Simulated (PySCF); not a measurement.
Vertical excitations of a molecule CH₉FOSi₃ from TDA-M06-2X/def2-SVPD (PySCF), as energy in eV (oscillator strength): 6.23 (0.030), 7.15 (0.001), 7.30 (0.001), 7.36 (0.048), 7.72 (0.272), 7.96 (0.140). Lowest triplet (TDA): 5.67 eV. Coordinates come from a r2SCAN-D4/def2-SVP optimisation. One conformer was computed; it need not be the lowest.

Task: Which molecule gave these data?
A. F[SiH2][SiH2]CO[SiH3]
B. C[SiH2][Si@@H](O)[SiH2]F
C. C[SiH2][SiH2]O[SiH2]F
D. F[Si@@H]([SiH3])OC[SiH3]

Result: C, C[SiH2][SiH2]O[SiH2]F
